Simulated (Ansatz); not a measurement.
Basis sets compared for BiH2(SMe) (CH₅BiS). The state is a singlet with charge 0. Geometry r2SCAN-D4/def2-TZVP. Ansatz on 4 threads of Arm Neoverse V2 on a shared host; times are rough, and most runs start from earlier orbitals.

Cartesian coordinates in Å:
```
Bi -0.376 -1.763 -0.487
H -0.364 -2.757 1.010
H -2.142 -2.046 -0.628
S -0.670 0.432 0.727
C 0.687 1.370 -0.050
H 1.661 0.932 0.168
H 0.652 2.369 0.388
H 0.552 1.462 -1.128
```

In the def2 sets Bi takes a core potential; there is no spin–orbit coupling.

Binding counts from free atoms (Bi quartet, H doublet, S triplet, C triplet) in the same basis, without a counterpoise term.

| level | functions | energy (Eh) | HOMO (eV) | LUMO (eV) | binding per atom (eV) | wall time |
| --- | --- | --- | --- | --- | --- | --- |
| PBE-D4/def2-SVP | 83 | -653.5699 | -5.13 | -1.76 | 3.04 | 0.5 s |
| PBE-D4/def2-TZVP (with forces) | 148 | -653.7687 | -5.32 | -1.94 | 3.06 | 1.1 s |
| r2SCAN-D4/def2-TZVP | 148 | -654.0129 | -5.56 | -1.72 | 2.99 | 2 s |
| PBE0-D4/def2-SVP | 83 | -653.5870 | -6.38 | -1.04 | 2.97 | 0.7 s |
| PBE0-D4/def2-TZVP | 148 | -653.7814 | -6.51 | -1.21 | 2.99 | 1.2 s |

Problem. Estimate the rows for PBE-D4/def2-TZVPD, r2SCAN-D4/def2-TZVPD, PBE0-D4/def2-TZVPD.

Solution. 
```tsv
level	functions	energy (Eh)	HOMO (eV)	LUMO (eV)	binding per atom (eV)	wall time
PBE-D4/def2-TZVPD	184	-653.7700	-5.37	-2.01	3.06	1.2 s
r2SCAN-D4/def2-TZVPD	184	-654.0139	-5.60	-1.77	2.99	2.8 s
PBE0-D4/def2-TZVPD	184	-653.7825	-6.55	-1.29	2.99	1.6 s
```
